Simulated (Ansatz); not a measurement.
**One elementary step**

Start structure (BH₃BrCl, closed shell), relaxed at PBE0-D4/def2-TZVP:

| atom | x (Å) | y (Å) | z (Å) |
| --- | --- | --- | --- |
| B1 | -0.5039 | -0.4376 | -0.7736 |
| Cl2 | 1.0174 | -0.1162 | -1.5730 |
| H3 | -0.6511 | -1.5037 | -0.2681 |
| H4 | -1.3639 | 0.3781 | -0.8681 |
| H5 | 1.3960 | 1.0049 | 1.4932 |
| Br6 | 0.1054 | 0.6745 | 1.9897 |

The step: BH₂Cl ([BH2][Cl]) + HBr → BH₂Br ([BH2][Br]) + HCl; bonds formed: B1–Br6, Cl2–H5; bonds broken: B1–Cl2, H5–Br6. Ansatz 0.2.0; basis: def2-TZVPP and def2-QZVPP; cores frozen in the correlated methods. Filled d shells of the heavier atoms are correlated. The def2 sets are not built for correlating such inner shells, so the correlated values are less sure here. Extrapolation: Hartree–Fock as exp(−7.88 √X), correlation as X^−2.97. Energies below are by CCSD(T) at an estimated basis limit (MP2 extrapolated from triple and quadruple zeta, plus CCSD(T) − MP2 in triple zeta).

Q: What are the electronic barrier and the energy of the step, from the start structure to the end structure? (Judge from chemistry; the value comes from the calculation.)

A: The calculation gives: Barrier 65.6 kJ/mol; step energy 7.3 kJ/mol (uphill); reverse barrier, their difference, 58.3 kJ/mol. Barrier and step energy count from the start structure, the reverse barrier from the end structure.

The saddle point: One imaginary mode of 636i cm⁻¹.
| pair | start (Å) | saddle (Å) | end (Å) |
| --- | --- | --- | --- |
| B1–Br6 | 3.04 | 2.17 | 1.91 |
| Cl2–H5 | 3.29 | 1.58 | 1.28 |
| B1–Cl2 | 1.75 | 1.96 | 2.88 |
| H5–Br6 | 1.42 | 1.67 | 3.18 |

Zero-point energy (harmonic, PBE0-D4): ZPE is 75.4 kJ/mol at the start and 72.6 kJ/mol at the saddle, so the barrier goes from 65.6 to 62.8 kJ/mol.

T1 diagnostic: at most 0.010. The start structure is not quite a true minimum (one mode of 29i cm⁻¹).

Labels in which every atom is bracketed show which atoms are joined, not bond orders.

For scale, one of the runs: CCSD(T)/def2-TZVPP, 163 basis functions, launched by `ansatz run in.yaml --threads 2 --pin off --events-out ev --progress --plain --max-ram 4352MiB`. Hardware: 2 CPU threads, shared host. Wall time 120 s; peak host memory 1.3 GiB.
